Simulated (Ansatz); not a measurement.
A further run on Sn2Pt.

```yaml
crystal:
  periodic: [false, false, false]
  atoms:
    - {symbol: Pt, position_ang: [1.046320, -0.783710, 0.431350]}
    - {symbol: Sn, position_ang: [-0.810971, -0.577132, -1.278049]}
    - {symbol: Sn, position_ang: [-0.235349, 1.360832, 0.846699]}
basis:
  gaussian: {orbitals: def2-TZVPP}
hamiltonian: {xc: {name: CAM-B3LYP}, dispersion: d3bjatm}
scf: {omitted_lower_state_checks: [starts]}
output: {forces: true}
```

```sh
$ ansatz run in.yaml --threads 4 --pin off --events-out ev --progress --plain --max-ram 3916MiB
```

Output, abridged:

```
Functional definition: CAM-B3LYP
1254 factors; their error is unknown
239 factors; integrals over basis functions are off by at most 5.1e-5 eV
mean field evaluation 1: about -14902.8815 eV, gradient 5.3e1 eV
mean field evaluation 2: about -14659.4360 eV, gradient 3.0e2 eV
mean field evaluation 4: about -14908.8997 eV, gradient 1.4e1 eV
mean field evaluation 8: about -14909.3229 eV, gradient 8.7e-2 eV
mean field evaluation 16: about -14909.4718 eV, gradient 6.2e-4 eV
mean field -14909.47181317 eV, -547.9129831310 hartree, gradient 1.2e-5 eV, S^2 0.000000; 0 other end points of the search recorded, 0 dependent functions left out
reference -14909.47191015 eV, -547.9129866949 hartree; 31, 31 occupied and 125, 125 virtual orbitals, 1254 factors
Total energy: -14909.65183004 eV, -547.9195986288 hartree
Atom 0 at     1.046320    -0.783710     0.431350 Å, force     0.091887    -0.068824     0.037881 eV/Å
Atom 1 at    -0.810971    -0.577132    -1.278049 Å, force    -0.007524     0.163759     0.122873 eV/Å
Atom 2 at    -0.235349     1.360832     0.846699 Å, force    -0.084363    -0.094934    -0.160754 eV/Å
Dipole moment:    -0.089936     0.067363    -0.037076 e Å
Checks for a lower state left out: starts
```

Hardware: 4 threads of Arm Neoverse V1 on a shared host. Wall time 6 s, peak host memory 0.58 GiB.

In the def2 sets Pt, Sn take a core potential; there is no spin–orbit coupling. The restricted singlet is unstable towards broken spin symmetry at other levels; at RKS CAM-B3LYP-D3(BJ)-ATM/def2-TZVPP this wasn't settled.
